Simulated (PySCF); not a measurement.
**Radial density of S (sulfur, neutral)**

UHF, [Ne] 3s1 3p4 3d1, one real determinant (an excited configuration). All numbers are calculated (PySCF 2.14, the non-relativistic Hamiltonian (point nucleus), in aug-cc-pV(Q+d)Z (7s6p5d3f2g, 89 functions)).

| r (bohr) | 4πr²ρ (e/bohr) | 4πr²(ρα − ρβ) |
| --- | --- | --- |
| 0.00150 | 0.07192 | 0.0002 |
| 0.00253 | 0.1970 | 0.0006 |
| 0.00425 | 0.5273 | 0.0017 |
| 0.00715 | 1.360 | 0.0045 |
| 0.0120 | 3.294 | 0.0108 |
| 0.0202 | 7.177 | 0.0235 |
| 0.0340 | 13.12 | 0.0425 |
| 0.0572 | 18.01 | 0.0582 |
| 0.0962 | 16.24 | 0.0709 |
| 0.162 | 12.03 | 0.1849 |
| 0.272 | 16.29 | 0.4169 |
| 0.458 | 14.82 | 0.1598 |
| 0.770 | 4.296 | 0.3199 |
| 1.30 | 3.071 | 2.0215 |
| 2.18 | 2.205 | 1.3823 |
| 3.67 | 0.4851 | 0.3110 |
| 6.17 | 0.07793 | 0.0719 |
| 10.4 | 7.203e-05 | 0.0001 |

⟨L²⟩ = 8.05 against 12 for a pure F term, so this real determinant mixes terms. The outer electron is Rydberg-like, and this basis confines it to a smaller radius and binds it less than a complete one would.
